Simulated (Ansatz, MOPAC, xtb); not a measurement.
Breaking a bond: trigermane, SMILES [GeH3][GeH2][GeH3]. The Ge1–Ge8 bond (Ge1 also carries Ge, H, H; Ge8 carries H, H, H) is stretched with both fragments frozen at the PBE0/def2-SVP optimised geometry.

- UMP2 = MP2 on UHF/cc-pVDZ, cores with 3d frozen run with Ansatz (a program for electronic structure)
- PM6, restricted, heats of formation (MOPAC)
- GFN1-xTB (xtb)

Energies are in kcal/mol, each relative to the lowest point of its own curve near equilibrium.

```tsv
R / Å	UMP2	PM6	GFN1-xTB
1.99	45.2	52.8	46.3
2.16	14.3	17.3	8.8
2.29	3.7	4.6	0.9
2.37	0.8	1.1	0.0
2.43	0.0	0.0	0.5
2.50	0.2	0.1	2.0
2.60	2.1	2.3	5.1
2.72	6.1	7.1	9.8
2.92	15.1	18.1	18.6
3.19	30.3	34.8	30.0
3.56	—	55.7	42.6
3.94	—	72.4	51.9
4.49	—	87.8	60.8
5.08	—	97.0	66.7
6.01	—	104.7	71.7
7.12	—	109.8	73.7
```

At the longest distance, 7.12 Å, PM6 lies highest above its minimum (109.8 kcal/mol) and GFN1-xTB lowest (73.7 kcal/mol).

Dashes: no converged value, or the column stops at the first point that the program doubted or that broke a chosen test of continuity, which isn't proof of a fault.

The unrestricted determinant behind UMP2 is spin-contaminated at 3.19 to 7.12 Å (<S²> up to 1.0, against 0.00 for a pure singlet). The restricted form behind PM6 keeps the bonding electrons paired and can't separate into open-shell fragments.
